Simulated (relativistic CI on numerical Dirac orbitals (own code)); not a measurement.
**d2 in a ligand field**

Computed with a parametric ligand-field model of a d^n configuration (Racah B and C, spin-orbit zeta, crystal field), exact diagonalisation.

Field parameters in Wybourne normalisation: D3d B²₀ = −7Dσ, B⁴₀ = −14Dq − 21Dτ, B⁴₃ = −14√(10/7) Dq; D4h B²₀ = −7Ds, B⁴₀ = 21(Dq − Dt), B⁴₄ = 21√(5/14) Dq; Td as Oh with Dq negative (B⁴₀ = 21Dq, B⁴₄ = √(5/14) B⁴₀). The field is a parameter set, without covalency.

Ground term and bands for B = 360, C = 1710, ζ = 0 cm⁻¹, D3d, 10Dq = 28200, Dσ = -1200, Dτ = -270 cm⁻¹?

Ground term 3A2 with 0.00 electrons in the two orbitals of the cubic e set. Spin-allowed: 3E 5120 cm⁻¹ (1953 nm), 3A1 27884 cm⁻¹ (359 nm), 3E 29299 cm⁻¹ (341 nm), 3A2 32126 cm⁻¹ (311 nm). Lowest spin-forbidden: 1E 5551 cm⁻¹ (1802 nm), 1A1 9159 cm⁻¹ (1092 nm), 1E 10879 cm⁻¹ (919 nm).

Ground term and bands for B = 650, C = 2680, ζ = 0 cm⁻¹, D4h, 10Dq = 11700, Ds = 120, Dt = -660 cm⁻¹?

Ground term 3A2 with 0.02 electrons in the two orbitals of the cubic e set. Spin-allowed: 3E 3507 cm⁻¹ (2851 nm), 3E 14574 cm⁻¹ (686 nm), 3B2 20487 cm⁻¹ (488 nm), 3E 24810 cm⁻¹ (403 nm). Lowest spin-forbidden: 1B2 9621 cm⁻¹ (1039 nm), 1B1 9704 cm⁻¹ (1031 nm), 1E 13098 cm⁻¹ (763 nm).

Ground term and bands for B = 500, C = 2400, ζ = 0 cm⁻¹, D3d, 10Dq = 31650, Dσ = 1200, Dτ = 390 cm⁻¹?

Ground term 3E with 0.00 electrons in the two orbitals of the cubic e set. Spin-allowed: 3A2 5892 cm⁻¹ (1697 nm), 3E 31551 cm⁻¹ (317 nm), 3A1 35958 cm⁻¹ (278 nm), 3E 40324 cm⁻¹ (248 nm). Lowest spin-forbidden: 1A1 3839 cm⁻¹ (2605 nm), 1E 7915 cm⁻¹ (1263 nm), 1E 13961 cm⁻¹ (716 nm).

Ground term and bands for B = 610, C = 2190, ζ = 0 cm⁻¹, D4h, 10Dq = 25200, Ds = -1500, Dt = -460 cm⁻¹?

Ground term 3E with 0.01 electrons in the two orbitals of the cubic e set. Spin-allowed: 3A2 2064 cm⁻¹, 3E 24816 cm⁻¹ (403 nm), 3A2 29354 cm⁻¹ (341 nm), 3B2 29834 cm⁻¹ (335 nm). Lowest spin-forbidden: 1A1 7269 cm⁻¹ (1376 nm), 1E 8235 cm⁻¹ (1214 nm), 1B2 10448 cm⁻¹ (957 nm).

Ground term and bands for B = 350, C = 1760, ζ = 0 cm⁻¹, Td, 10Dq = -2650 cm⁻¹?

Ground term 3A2 with 2.00 electrons in the two orbitals of the cubic e set. Spin-allowed: 3T2 2650 cm⁻¹, 3T1 4485 cm⁻¹ (2230 nm), 3T1 8715 cm⁻¹ (1147 nm). Lowest spin-forbidden: 1E 6071 cm⁻¹ (1647 nm), 1T2 8541 cm⁻¹ (1171 nm), 1A1 9353 cm⁻¹ (1069 nm). With an A2 ground term the first spin-allowed band lies at |10Dq| itself.
